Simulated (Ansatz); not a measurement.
`CO[SiH2]C` + `O[SiH3]` → `CO[SiH2]O[SiH3]` + CH₄ at 400 K and 1 bar (ligand exchange at the Si–C bond).

Gas-phase electronic energies from Ansatz, PBE0-D4/def2-TZVP geometries. CCSD(T)/CBS adds triple-zeta CCSD(T) − MP2 to the extrapolated MP2 energy (def2 sets, frozen cores). This one scheme is used for every species. Each species was taken in one conformer, which may not be the lowest.

```json
{"species": "`CO[SiH2]C`", "CCSD(T)/CBS energy (Eh)": "-445.20896", "H − E (kJ/mol)": "284.1", "S (J/(mol·K))": "369.4"}
{"species": "`O[SiH3]`", "CCSD(T)/CBS energy (Eh)": "-366.69042", "H − E (kJ/mol)": "120.0", "S (J/(mol·K))": "276.4"}
{"species": "`CO[SiH2]O[SiH3]`", "CCSD(T)/CBS energy (Eh)": "-771.48835", "H − E (kJ/mol)": "275.9", "S (J/(mol·K))": "437.0"}
{"species": "CH₄", "CCSD(T)/CBS energy (Eh)": "-40.46206", "H − E (kJ/mol)": "131.3", "S (J/(mol·K))": "197.2"}
```

H − E and S are ideal-gas, rigid-rotor, harmonic terms from PBE0-D4/def2-TZVP, for one conformer and one mirror image of each species. 1 Eh = 2625.50 kJ/mol, R = 8.31446 J/(mol·K).

Task: By hand: ΔE, ΔH, ΔS and ΔG.

Result: ΔE = (-771.48835) + (-40.46206) − (-445.20896) − (-366.69042) = -0.05103 Eh = -134.0 kJ/mol. Δ(H − E) = 275.9 + 131.3 − 284.1 − 120.0 = 3.1, so ΔH = -130.9 kJ/mol. ΔS = 437.0 + 197.2 − 369.4 − 276.4 = -11.6 J/(mol·K). ΔG = -130.9 − 400 × (-11.6)/1000 = -126.3 kJ/mol.

Task: By hand: the equilibrium constant, and the temperature at which ΔG would vanish if ΔH and ΔS stayed fixed.

Result: log₁₀ K = −ΔG/(RT ln 10) = 16.5. ΔG = 0 at ΔH/ΔS = 11284 K, far beyond where these terms or the molecules hold.

The number of gas molecules stays the same, so ΔS is small and ΔH decides. A doubt of 5 kJ/mol in ΔE shifts log₁₀ K by 0.7 here. Other conformers and mirror images would add mixing entropy, several J/(mol·K) or more a flexible species. Modes under 60 cm⁻¹, often nearly free rotors, make the harmonic entropy too high. These are equilibria of isolated gas molecules and say nothing of rates. Largest T1 diagnostic: 0.011 (customary marks: 0.02 for closed shells, 0.045 for open ones).
